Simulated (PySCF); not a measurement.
Trend along the alkaline earths: MBr molecules

PBE0 with double-zeta basis sets in PySCF, for the lowest determinant that a PBE0 search found; no spin–orbit coupling. De refers to high-spin ground-configuration atoms. A positive dipole means M(−)Br(+).

```csv
M,basis,state (unpaired electrons),Re (Å),ωe (cm⁻¹),De (eV),μ (D)
Be,def2-SVP,doublet (σ ↑),1.988,690,3.58,-0.72
Mg,cc-pVDZ/cc-pVDZ-PP,doublet (σ ↑),2.380,364,2.82,-3.34
Ca,def2-SVP,doublet (σ ↑),2.589,291,3.88,-4.45
Sr,def2-SVP,doublet (σ ↑),2.762,219,3.88,-4.86
```

The shortest bond is that of BeBr (1.988 Å), the longest that of SrBr (2.762 Å).

The rows differ in basis set, which adds steps of its own.

Down a group the atoms grow and get heavier, so bonds lengthen and wavenumbers fall; this series shows no clear exception.

Spin–orbit coupling is left out. States were picked by a PBE0 search and need not be the measured ground states.
